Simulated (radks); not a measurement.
Species: He II. Configuration: 1s1.

Method: scalar-relativistic Kohn-Sham, revPBE, spin-polarised, spherical densities, point nucleus; open shells are filled with parallel spins first; computed with a radial shooting solver on a logarithmic mesh with Libxc functionals.

Energy parts (eV):
total: -54.504
kinetic: 54.349
electron-nucleus: -108.757
Hartree: 16.889
exchange-correlation: -16.985

Orbitals (lengths in bohr, moments of r in powers of bohr; <r^-3> diverges for s and p1/2):
| orbital | occ. | eigenvalue (eV) | <r^-3> | <r^4> | <r> | <r^2> |
|---|---|---|---|---|---|---|
| 1s up | 1 | -42.1413 | - | 1.566 | 0.7586 | 0.7756 |

The highest occupied level is 1s up at -42.141 eV. Summed over all electrons, <r^2> = 0.7756 bohr^2, which gives a Langevin (diamagnetic) susceptibility term of -0.614 x 10^-6 cm^3/mol. The density falls to 0.001 e/bohr^3 at r = 1.99 bohr. Spin moment in Bohr magnetons: 1.
